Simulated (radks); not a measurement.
Charge is removed step by step from the 5s1/2 level of Lu, starting from [Xe] 4f14 5d1 6s2. Method: Dirac Kohn-Sham, PBE, spin-unpolarised, spherical densities, finite nucleus; open shells fill j = l - 1/2 first; Fermi nuclear charge, rms radius 5.37 fm; computed with a radial shooting solver on a logarithmic mesh with Libxc functionals.

[
 {"removed (e)": "0", "E - E(0) (eV)": "0.000", "eigenvalue (eV)": "-60.744", "E minus straight line (eV)": "0.000"},
 {"removed (e)": "0.1", "E - E(0) (eV)": "6.130", "eigenvalue (eV)": "-61.861", "E minus straight line (eV)": "-0.552"},
 {"removed (e)": "0.2", "E - E(0) (eV)": "12.374", "eigenvalue (eV)": "-63.021", "E minus straight line (eV)": "-0.990"},
 {"removed (e)": "0.3", "E - E(0) (eV)": "18.735", "eigenvalue (eV)": "-64.218", "E minus straight line (eV)": "-1.310"},
 {"removed (e)": "0.4", "E - E(0) (eV)": "25.218", "eigenvalue (eV)": "-65.448", "E minus straight line (eV)": "-1.509"},
 {"removed (e)": "0.5", "E - E(0) (eV)": "31.826", "eigenvalue (eV)": "-66.706", "E minus straight line (eV)": "-1.583"},
 {"removed (e)": "0.6", "E - E(0) (eV)": "38.561", "eigenvalue (eV)": "-67.991", "E minus straight line (eV)": "-1.530"},
 {"removed (e)": "0.7", "E - E(0) (eV)": "45.425", "eigenvalue (eV)": "-69.299", "E minus straight line (eV)": "-1.348"},
 {"removed (e)": "0.8", "E - E(0) (eV)": "52.421", "eigenvalue (eV)": "-70.630", "E minus straight line (eV)": "-1.033"},
 {"removed (e)": "0.9", "E - E(0) (eV)": "59.552", "eigenvalue (eV)": "-71.981", "E minus straight line (eV)": "-0.585"},
 {"removed (e)": "1", "E - E(0) (eV)": "66.818", "eigenvalue (eV)": "-73.352", "E minus straight line (eV)": "0.000"}
]

Removing the whole electron costs 66.818 eV by Delta-SCF, against 60.744 eV from minus the eigenvalue at the starting occupation. Slater's transition state (half an electron removed) gives 66.706 eV. Integrating minus the eigenvalue over the occupation (Janak's theorem) gives 66.818 eV. The mean slope of the eigenvalue, de/dn, is 12.6 eV per electron.
